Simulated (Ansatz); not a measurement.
A nudged elastic band was laid between two geometries of ClGeH3O2 + H2S (10 atoms, charge 0, multiplicity 1).

Method: RKS revPBE-D4/def2-SVP (Ansatz 0.2.0).

```
movable images  : 9
climbing image  : yes
spring          : 5.0 eV/Å²
optimiser       : quadratic models (default)
start path      : through a guess of the saddle point
force threshold : 0.05 eV/Å
iteration limit : 60
end points      : relaxed
```

Initial state:

```xyz
10
Properties=species:S:1:pos:R:3
Ge -0.282 -0.506 -0.043
O -0.816 -0.084 1.589
H -0.454 0.803 1.842
O 1.484 -0.100 -0.171
H 1.687 0.195 -1.080
Cl -1.229 0.713 -1.599
H -0.586 -1.999 -0.282
S 1.233 2.432 2.039
H 1.690 1.558 1.084
H 1.750 1.665 3.040
```

Final state:

```xyz
10
Properties=species:S:1:pos:R:3
Ge -0.034 0.347 0.098
O 0.372 -0.296 2.502
H 0.687 0.532 2.919
O 1.597 -0.446 0.222
H 2.045 -0.370 -0.643
Cl -0.036 0.842 -2.075
H -1.206 -0.626 0.307
S -0.193 2.371 1.060
H 0.039 3.010 -0.122
H 1.203 -0.686 2.149
```

What changes between the two ends?

Bonds broken: Ge1–O2, S8–H10. Bonds formed: Ge1–S8, O2–H10. ClGeH3O2 + H2S becomes ClGeH3OS + H2O.

What energy profile does the band end with?

The run converged. The highest image is number 4 of 0 to 10, 1.03 eV above the first end and 1.20 eV above the last; the last end lies 0.17 eV below the first. A vibrational analysis at the climbing image gives one clearly imaginary mode, 795i cm⁻¹: a first-order saddle point. The orbitals stay closed-shell, which can raise the energy where a bond breaks towards radicals; this wasn't checked here.

```tsv
image	path coordinate (Å)	energy (eV)	Ge1–O2 (Å)	S8–H10 (Å)	Ge1–S8 (Å)
0	0.00	0.00	1.77	1.36	3.91
1	1.07	0.09	1.77	1.36	3.80
2	2.14	0.24	1.79	1.36	3.91
3	3.21	0.38	1.81	1.37	3.50
4	4.28	1.03	1.98	1.62	2.58
5	5.51	0.40	2.79	2.26	2.28
6	6.75	0.18	3.24	2.43	2.25
7	7.99	0.10	2.96	2.45	2.26
8	9.23	0.05	2.65	2.58	2.26
9	10.47	-0.07	2.53	3.01	2.25
10	11.71	-0.17	2.52	3.53	2.25
```

What is the geometry of the highest image?


```xyz
10
Properties=species:S:1:pos:R:3
Ge 0.155 0.145 0.083
O -0.097 0.072 2.047
H -1.021 -0.118 2.315
O 1.848 -0.024 -0.530
H 1.924 -0.918 -0.922
Cl -1.417 1.294 -0.959
H -0.418 -1.299 -0.121
S 0.986 2.370 1.092
H 2.230 1.877 1.351
H 0.284 1.279 2.064
```

What are the harmonic wavenumbers there?

795i, 93, 112, 143, 209, 238, 327, 370, 388, 430, 500, 546, 570, 663, 741, 773, 860, 974, 1215, 1438, 2005, 2618, 3651, 3665 cm⁻¹.

Run time: 4 min on 4 threads of Intel(R) Xeon(R) 6975P-C (Granite Rapids), with other jobs on the host, peak memory 0.21 GiB.
